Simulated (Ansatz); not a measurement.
Reaction: CH3N (SMILES C=N) + H+ → CH4N+ (SMILES C=[NH2+])
Each species at its own B3LYP-D3(BJ)/def2-TZVP minimum (Ansatz, a program for electronic structure).

Wanted: proton affinity (electronic), positive where energy is released, in kJ/mol. Radicals and triplets start from unrestricted determinants; spin-orbit coupling is neglected. CBS(X,Y): correlation extrapolated as X^-3, Hartree-Fock from the larger set (Q,5: extrapolated as (X+1)exp(-9√X)). A bracket is a step between two methods taken in the basis named. Functionals run without relativity, which enters their misses. Double hybrids freeze cores in their MP2 part. '+ core + X2C': CCSD(T) terms for core correlation (cc-pwCVTZ) and scalar relativity (cc-pVTZ-DK).

CCSD(T)/CBS(cc-pVQZ,cc-pV5Z) + [CCSDT(Q) - CCSD(T)]/cc-pVTZ + [CCSDTQ - CCSDT(Q)]/cc-pVDZ + core + X2C (Ansatz) gives 898.8 kJ/mol.

Task: What does PBE/def2-TZVPD (Ansatz) give here, and how do the other levels compare?

Result: PBE gives 892.6 kJ/mol, 6.2 kJ/mol below it. Differences of the others: r2SCAN/def2-TZVPD (Ansatz) 2.2; B3LYP/def2-TZVPD (Ansatz) 0.9; PBE0/def2-TZVPD (Ansatz) 5.5; B2PLYP/def2-TZVPD (Ansatz) -2.6; CCSD(T)/CBS(cc-pVQZ,cc-pV5Z) + core + X2C (Ansatz) 0.3 kJ/mol. Nearer than PBE: r2SCAN/def2-TZVPD, B3LYP/def2-TZVPD, PBE0/def2-TZVPD, B2PLYP/def2-TZVPD, CCSD(T)/CBS(cc-pVQZ,cc-pV5Z) + core + X2C.
